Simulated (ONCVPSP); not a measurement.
**Which change was made? (Ar, ONCV)**

```json
{
 "Element": "Ar (Z = 18)",
 "Generator": "ONCVPSP 4.0.1",
 "Type": "optimised norm-conserving Vanderbilt (ONCV)",
 "Functional": "PBE",
 "Relativity": "scalar-relativistic",
 "Frozen core": "[Ne]",
 "Valence charge": "8",
 "Reference configuration": "3s2 3p6",
 "Partial waves": "3s: rc 1.20 bohr, ncon 4, nbas 8, qcut 7 1/bohr, 2 projectors, debl 0.6 Ha; 3p: rc 1.25 bohr, ncon 5, nbas 8, qcut 5.5 1/bohr, 2 projectors, debl 3.6 Ha; d scattering state at 0.28 Ha: rc 1.00 bohr, ncon 3, nbas 7, qcut 10.3 1/bohr, 2 projectors, debl 0.9 Ha",
 "Local potential": "polynomial inside 0.65 bohr (lpopt 4, dvloc0 3 Ha)",
 "Core correction": "Teter function fitted to the true core (icmod 2), fcfact 0.6"
}
```

In the s channel the program set the typed energies aside and used -0.893, 0.250 Ha.

Cutoffs, loose and tight: the cutoffs (Ha) at which the residual kinetic energy of the hardest occupied pseudo-wave falls to 1 and 0.1 mHa per electron. They do not see the model core or the augmentation charge, which bear on the density cutoff. Test errors are all-electron minus pseudo excitation energies from the reference, over the configurations 3s2 3p5; 3s2 3p4; 3s2 3p3; 3s1 3p6; variants that change the core or the reference have their own tests.

The base gives: outcome: generated, projector energies reset by the program; cutoff, loose: 20 Ha; cutoff, tight: 42 Ha; bound ghosts: none; GHOST(+) flags above zero: s; largest test error (meV): +48.

Question: After one change the result is: outcome: generated; cutoff, loose: 129 Ha; cutoff, tight: 144 Ha; bound ghosts: none; GHOST(+) flags above zero: none; largest test error (meV): +1456. Which change was it?
A. core [He], valence charge 16; reference 2s2 2p6 3s2 3p5; waves now 2s+3s: rc 0.80 bohr, ncon 4, nbas 9, qcut 14.7 1/bohr, 2 projectors; 2p+3p: rc 0.75 bohr, ncon 3, nbas 7, qcut 17.3 1/bohr, 2 projectors; d scattering state at 0.27 Ha: rc 0.65 bohr, ncon 3, nbas 7, qcut 16.7 1/bohr, 2 projectors, debl 3.6 Ha; local potential polynomial inside 0.65 bohr (lpopt 5, dvloc0 1 Ha)
B. core correction none
C. s: qcut 4.3; p: qcut 3.4; d: qcut 6.3

Answer: A. The others give: core correction none → outcome: generated, projector energies reset by the program; cutoff, loose: 20 Ha; cutoff, tight: 42 Ha; bound ghosts: none; GHOST(+) flags above zero: s; largest test error (meV): +36 | s: qcut 4.3; p: qcut 3.4; d: qcut 6.3 → outcome: generated, projector energies reset by the program; cutoff, loose: 101 Ha; cutoff, tight: 122 Ha; bound ghosts: none; GHOST(+) flags above zero: s, d; largest test error (meV): +57.
